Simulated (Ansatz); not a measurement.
`C=C[SiH2]N[SiH2]O` + `[CH3][Al]([AlH2])[SiH3]` → `O[SiH2]N[SiH2][AlH2]` + `C=[CH][Al]([CH3])[SiH3]`  (redistribution)

Computed with Ansatz on PBE0-D4/def2-TZVP structures; ΔE is electronic, products minus reactants. CCSD(T)/CBS adds triple-zeta CCSD(T) − MP2 to the extrapolated MP2 energy (def2 sets, frozen cores). DFT in def2-TZVPP. B3LYP here is the variant with VWN-RPA as its local correlation; programs differ in this. Each species was taken in one conformer, which may not be the lowest.

Q: Is it downhill or uphill in electronic energy at CCSD(T)/CBS, and by how much? (An estimate is asked.)

A: Ansatz gave: Uphill: ΔE = +0.05 eV.

Q: What do these levels give: r2SCAN-D4, PBE0-D4, ωB97X-V, B2PLYP, PBE, r2SCAN, PBE0, B3LYP, SCS-MP2/def2-TZVPP, SCS-MP2/def2-QZVPP, HF/CBS(def2), MP2/CBS(def2)? (Best estimate.)

A: Computed: r2SCAN-D4 0.04, PBE0-D4 0.07, ωB97X-V 0.04, B2PLYP 0.01, PBE 0.03, r2SCAN 0.04, PBE0 0.05, B3LYP 0.00, SCS-MP2/def2-TZVPP 0.04, SCS-MP2/def2-QZVPP 0.04, HF/CBS(def2) 0.05, MP2/CBS(def2) 0.04 eV.

Largest T1 diagnostic among the species: 0.012.

The D4 term adds +0.03 eV with B3LYP and +0.02 eV with PBE0; it sums over pairs of atoms, weighted by their polarisabilities, and B3LYP, whose exchange is more repulsive, gets the larger term.
